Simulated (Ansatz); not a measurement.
Two structures of TiH2OF4, singlet, reached by relaxing down either side of one saddle point (PBE0-D4/def2-TZVP). Energies are electronic, without zero-point energy. Computed with Ansatz 0.2.0 (basis: def2-TZVPP and def2-QZVPP); correlated methods freeze the cores. Extrapolation: Hartree–Fock as exp(−7.88 √X), correlation as X^−2.97. First:

```xyz
8
angstrom
Ti -0.3887 -0.4516 -0.6206
F 0.8153 -1.5488 0.0636
F -0.8432 -1.3693 -2.0358
F -1.9116 -0.3681 0.2309
F 0.1390 1.0435 -1.3998
H 1.0759 0.3062 1.6643
O 0.3844 0.7630 1.1753
H 0.7290 1.6250 0.9221
```

Second:

```tsv
atom	x (Å)	y (Å)	z (Å)
Ti1	-0.4722	0.0672	-0.5541
F2	0.4675	-1.6218	0.9913
F3	0.2062	-1.0283	-1.7338
F4	-1.9597	-0.4835	0.1782
F5	-0.9373	1.4700	-1.4808
H6	0.9528	-0.8971	1.3347
O7	0.7334	0.7879	0.6065
H8	1.0094	1.7055	0.6581
```

Question: Which bonds change from the first to the second?

Answer: TiF₄ ([F][Ti]([F])([F])[F]) + H₂O → TiHOF₃ ([OH][Ti]([F])([F])[F]) + HF (still joined by a long Ti–F bond); bonds formed: F2–H6; dative contacts that become bonds: Ti1–O7; bonds broken: H6–O7; bonds weakened to dative contacts: Ti1–F2.

Question: Give the saddle point's structure and its height above each. (Judge from chemistry; the value comes from the calculation.)

Answer: By the calculation: 0.947 eV above the first and 0.247 eV above the second (CCSD(T) at an estimated basis limit (MP2 extrapolated from triple and quadruple zeta, plus CCSD(T) − MP2 in triple zeta)).
```xyz
8
angstrom
Ti -0.4939 -0.1296 -0.4757
F 0.4661 -1.4087 0.8731
F 0.1138 -1.0870 -1.7941
F -2.0729 -0.6233 0.0530
F -0.7996 1.3829 -1.2976
H 0.8774 -0.4084 1.1313
O 0.6600 0.7635 0.8122
H 1.2492 1.5106 0.6979
```

T1 diagnostic: at most 0.023.

The step is the kind of ligand exchange by which a precursor binds to a hydroxyl group, or is hydrolysed, in atomic layer deposition of oxides.

Labels in which every atom is bracketed show which atoms are joined, not bond orders.

For scale, one of the runs: CCSD(T)/def2-TZVPP, 247 basis functions, launched by `ansatz run in.yaml --threads 8 --pin off --events-out ev --progress --plain --max-ram 19148MiB`. The run took 3.9 min on 8 CPU threads of an Arm Neoverse V2 (shared host), with 6.3 GiB of host memory at its peak.
